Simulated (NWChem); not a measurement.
# CH4AlIO; SMILES [CH3][Al]([OH])[I]

```xyz
8

Al     0.0423     1.3683     0.0001
I     -0.0061    -1.1195     0.0000
C     -1.5687     2.4407     0.0000
H     -1.5872     3.0930    -0.8885
H     -1.5836     3.0988     0.8843
H     -2.4856     1.8337     0.0038
O      1.5535     2.1441     0.0000
H      2.4147     1.7230    -0.0002
```
Atoms are numbered in this order, from 1.

Results from NWChem. Coordinates come from a PBE0/def2-SVP optimisation. Not confirmed as a minimum by frequencies. def2 effective core potentials on I; no spin-orbit coupling. Ions are spin-unrestricted doublets at the neutral geometry; other ion states weren't tried.

For level PBE/def2-SVP:

```yaml
vertical ionisation energy, ΔSCF (eV): 9.44
"−ε(HOMO) (eV)": 6.36
```

Question: How do the values read with level B3LYP/def2-SVP instead?

Answer: 
| Property | Value |
|---|---|
| vertical ionisation energy, ΔSCF (eV) | 9.72 |
| −ε(HOMO) (eV) | 7.25 |
